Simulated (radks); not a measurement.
Neutral beryllium inside a hard spherical wall (all orbitals vanish at R), configuration held at [He] 2s2 and not refilled when levels cross. Calculated with a radial shooting solver on a logarithmic mesh with Libxc functionals: non-relativistic Kohn-Sham, PBE, spin-unpolarised, spherical densities, point nucleus. Eigenvalues in eV, with the zero of energy where the potential of the charges vanishes at infinity; a dash marks a level that is unbound or too diffuse for the functional's potential to be trusted. A positive occupied level is held by the wall or, in an anion where self-interaction has pushed it up, behind a barrier. The pressure on the wall is -dE/dV.

[
 {"R (bohr)": "free", "E (hartree)": "-14.62995", "kinetic (hartree)": "14.558", "e(1s)": "-106.20", "e(2s)": "-5.609", "e(2p, empty)": "-2.019", "e(3s, empty)": "-", "pressure (GPa)": "0"},
 {"R (bohr)": "20", "E (hartree)": "-14.62995", "kinetic (hartree)": "14.558", "e(1s)": "-106.20", "e(2s)": "-5.609", "e(2p, empty)": "-2.019", "e(3s, empty)": "-", "pressure (GPa)": "< 0.0001"},
 {"R (bohr)": "15", "E (hartree)": "-14.62995", "kinetic (hartree)": "14.558", "e(1s)": "-106.20", "e(2s)": "-5.609", "e(2p, empty)": "-2.019", "e(3s, empty)": "0.236", "pressure (GPa)": "< 0.0001"},
 {"R (bohr)": "10", "E (hartree)": "-14.62981", "kinetic (hartree)": "14.560", "e(1s)": "-106.17", "e(2s)": "-5.595", "e(2p, empty)": "-1.981", "e(3s, empty)": "1.368", "pressure (GPa)": "0.00409"},
 {"R (bohr)": "8", "E (hartree)": "-14.62831", "kinetic (hartree)": "14.572", "e(1s)": "-106.03", "e(2s)": "-5.502", "e(2p, empty)": "-1.812", "e(3s, empty)": "3.243", "pressure (GPa)": "0.0726"},
 {"R (bohr)": "3.5", "E (hartree)": "-14.27473", "kinetic (hartree)": "15.767", "e(1s)": "-97.909", "e(2s)": "2.441", "e(2p, empty)": "6.964", "e(3s, empty)": "45.738", "pressure (GPa)": "86.0"},
 {"R (bohr)": "3", "E (hartree)": "-13.94891", "kinetic (hartree)": "16.609", "e(1s)": "-93.938", "e(2s)": "8.278", "e(2p, empty)": "12.314", "e(3s, empty)": "69.614", "pressure (GPa)": "238"}
]
